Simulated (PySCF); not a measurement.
All numbers come from PBE0 in PySCF with Ru def2-TZVP with ECP28, Cl def2-TZVP; scalar-relativistic core potentials, no spin–orbit coupling; density-fitted integrals. Open shells, if any, are unrestricted.

Task: What spin state, shape and geometry does isolated RuCl3 take (every ligand bound to Ru)?

Result: Formally Ru is in oxidation state +3, d5, with 3 unpaired electrons (the high-spin count would be 5). The Mulliken spin on Ru is 2.44. The polar-tensor charge on Ru, 1.40, is far below the formal one. The lowest minimum found is a quartet of C2v symmetry with Ru–Cl 2.161 Å, Ru–Cl 2.201 Å (×2); Cl–Ru–Cl 104.8° (×2), Cl–Ru–Cl 150.5°. Its harmonic wavenumbers are 86 (b1), 88 (b2), 109 (a1), 379 (a1), 425 (a1), 435 (b2) cm⁻¹ and its dipole moment is 0.60 D.

Other isomers or separated fragments may lie lower. With open d or f shells other occupations or spin states may lie lower.
